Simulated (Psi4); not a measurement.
F$_{3}$Si (SMILES F[Si](F)F), doublet, at a GFN2-xTB geometry. Base run: HF/def2-SVP (Psi4).

Geometry (Å):
```xyz
4

Si     0.2553     0.2433     0.2432
F     -0.6907    -0.7337     1.0681
F     -0.7393     1.0684    -0.6843
F      1.0330    -0.7131    -0.7620
```
Charge 0, spin multiplicity 2.
Orbitals are unrestricted.
All else is at Psi4's defaults (density fitting).
Base energy -587.04729 Eh.

Each row names what was changed in the base input (with any setting that the change needs).

| change | ΔE vs base (mEh) | SCF cycles | basis functions | outcome |
|---|---|---|---|---|
| base | 0.000 | 8 | 60 | converged |
| ints_tolerance = 1e-8 | 0.000 | 8 | 60 | converged |
| guess = huckel | 0.000 | 10 | 60 | converged |
| scf_type = mem_df | 0.000 | 8 | 60 | converged |
| puream = false | -8.242 | 8 | 64 | converged |
| damping_percentage = 20 | 0.004 | 14 | 60 | converged |
| scf_initial_accelerator = none | 0.000 | 8 | 60 | converged |
| damping_percentage = 50 | - | - | 60 | not converged |
| d_convergence = 1e-8 | 0.000 | 12 | 60 | converged |
| basis_guess = true | 0.000 | 1 | 60 | converged |
| scf_type = direct | -0.276 | 10 | 60 | converged |
| scf_type = dfdirj+link | -0.359 | 8 | 60 | converged |
| scf_type = disk_df | 0.000 | 8 | 60 | converged |

Open shells are given as the SCF converged; they aren't shown to be the lowest states, and a large step between rows can be another state.
